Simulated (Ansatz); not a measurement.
A nudged elastic band was laid between two geometries of AsH3 + FGeH3 (9 atoms, charge 0, multiplicity 1).

Level of theory: RKS PBE0-D4/def2-SVP in Ansatz.

| Quantity | Value |
| --- | --- |
| movable images | 5 |
| climbing image | yes |
| spring | 5.0 eV/Å² |
| optimiser | quadratic models (default) |
| start path | straight line |
| force threshold | 0.05 eV/Å |
| iteration limit | 54 |
| end points | relaxed |

First end point:

```xyz
9
Properties=species:S:1:pos:R:3
Ge -1.172 -0.545 -1.474
F 0.549 -0.856 -1.408
H -1.805 -1.773 -2.146
H -1.637 -0.376 -0.020
H -1.352 0.736 -2.301
H 1.325 0.306 0.612
As 0.957 1.192 1.795
H 2.409 1.327 2.237
H 0.727 -0.011 2.705
```

Last end point:

```xyz
9
Properties=species:S:1:pos:R:3
Ge -1.061 0.238 -0.099
F 1.659 -0.661 -1.654
H -0.727 -1.210 -0.550
H -2.458 0.194 0.543
H -1.091 1.133 -1.347
H 0.942 -1.158 -1.342
As 0.560 1.096 1.481
H 1.696 0.535 0.637
H 0.480 -0.168 2.332
```

Q: Which bonds break or form, and what moves?

A: Bonds broken: Ge1–F2, H6–As7. Bonds formed: Ge1–As7, F2–H6. AsH3 + FGeH3 becomes AsGeH5 + FH.

Q: What energy profile does the band end with?

A: It converged. The highest image is number 3 of 0 to 6, 41.2 kcal/mol above the first end and 38.9 kcal/mol above the last; the last end lies 2.4 kcal/mol above the first. A structure lower than the first end lies on the path between it and the top, so the climb from that side starts below the end, which may itself be a saddle point or a shallow side well. Neighbouring images differ by up to 1.6 eV, so the band resolves the path poorly. Another band between the same ends (5 images) ends at a top of the same energy, where a vibrational analysis finds 1 clearly imaginary mode. The orbitals stay closed-shell, which can raise the energy where a bond breaks towards radicals; this wasn't checked here.

```tsv
image	path coordinate (Å)	energy (kcal/mol)	Ge1–F2 (Å)	H6–As7 (Å)	Ge1–As7 (Å)
0	0.00	0.0	1.75	1.52	4.27
1	1.08	-0.1	1.75	1.52	3.94
2	2.16	5.2	1.76	1.53	3.40
3	3.25	41.2	2.03	1.93	2.87
4	4.56	11.2	2.89	2.39	2.50
5	5.87	3.0	3.31	2.88	2.44
6	7.19	2.4	3.26	3.63	2.42
```

Q: What is the geometry of the highest image?

A: 
```xyz
9
Properties=species:S:1:pos:R:3
Ge -0.971 -0.206 -0.839
F 0.843 -1.118 -0.740
H -1.257 -1.279 -1.909
H -1.964 -0.396 0.316
H -0.929 1.176 -1.496
H 0.977 -0.394 0.071
As 0.520 1.035 1.279
H 2.008 1.237 1.001
H 0.774 -0.055 2.316
```

The run took 5.5 min on 2 threads of Intel(R) Xeon(R) Platinum 8488C (Sapphire Rapids) (shared host), peak memory 0.29 GiB.
